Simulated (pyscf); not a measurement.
A first-order saddle from PySCF, ωB97X-D3(BJ)/def2-SVP:

```xyz
5

O     -0.2328     0.5499     0.5038
Ga    -0.6066    -1.1599     0.0699
O     -2.1866    -0.2919     0.0413
H     -1.4434     0.6308     0.3499
H      0.0324    -2.5278    -0.1452
```
Charge 0, spin multiplicity 2.

Surface: doublet, charge 0. Lowest wavenumbers (cm⁻¹): 2060i, 505, 507, 545, 619.

### Question
What reaction is this the transition state of?

### Answer
`[O][GaH][OH]` [doublet] ⇌ `[O][GaH][OH]` [doublet], a hydrogen shift read from left to right: H–O broken and H–O formed. At CCSD(T)/def2-TZVPP + ΔMP2(QZVPP) it lies +30.2 kcal/mol from the left side and +30.2 kcal/mol from the right (each side as separated species at their lowest minima found). The same reactants have a lower exit, to [HO–Ga–OH]• (barrier +24.6 kcal/mol at ωB97M-D3(BJ)/def2-TZVP, against +30.9 kcal/mol here). •O–GaH–OH lies 37.3 kcal/mol over its isomer [HO–Ga–OH]• (electronic energy, ωB97M-D3(BJ)/def2-TZVP). This is the saddle that the search found; another between the same sides may lie lower. The CCSD(T) − MP2 part came from Ansatz, without density fitting, on the same reference. The frozen core leaves the outer d or s,p core shells of the metals and heavy elements correlated in the MP2 and CC values, and def2-TZVPP describes them poorly, which can shift differences by a few kcal/mol. Elements up to Kr have no core potential and no relativistic terms here.
